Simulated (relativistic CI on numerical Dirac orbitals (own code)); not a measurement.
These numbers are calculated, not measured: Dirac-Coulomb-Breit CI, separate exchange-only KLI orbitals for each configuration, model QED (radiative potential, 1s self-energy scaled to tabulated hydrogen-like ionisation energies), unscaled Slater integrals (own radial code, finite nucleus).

The strongest absorption lines from the ground level of an ion, among the configurations computed and to levels below about 1190 eV (vacuum wavelength in Å, gf): 11.529 (0.68), 11.724 (0.6), 11.733 (0.54), 11.740 (2), 11.758 (1.9), 11.810 (0.79), 11.857 (0.47), 11.959 (0.52).

Q: Which ion is it?
A. Mn XIX
B. Co XXI
C. Co XIX
D. Ga XXV

A: B. Co XXI has 7 electrons and the ground level 2s²2p³ ⁴S°3/2; the strongest line goes to 2s²2p²3d ⁴P3/2. The pattern of lines fixes the number of electrons, and along that sequence the line energies rise steadily with the charge (about as its square where n changes within one kind of shell, about linearly where n is kept but much faster in heavy ions where fine structure, which grows about as Z⁴, sets the gap, and irregularly where shells cross), which fixes Z. Configurations outside the model, such as inner-shell arrays, can give stronger lines. At this charge energies of transitions that change n are usually good to better than 1 %, and those within a shell (Δn = 0) to a few per cent.

LS names give the leading component of a level, which can be under half, so a name can repeat, a term be missing and a line seem to break the LS rules.
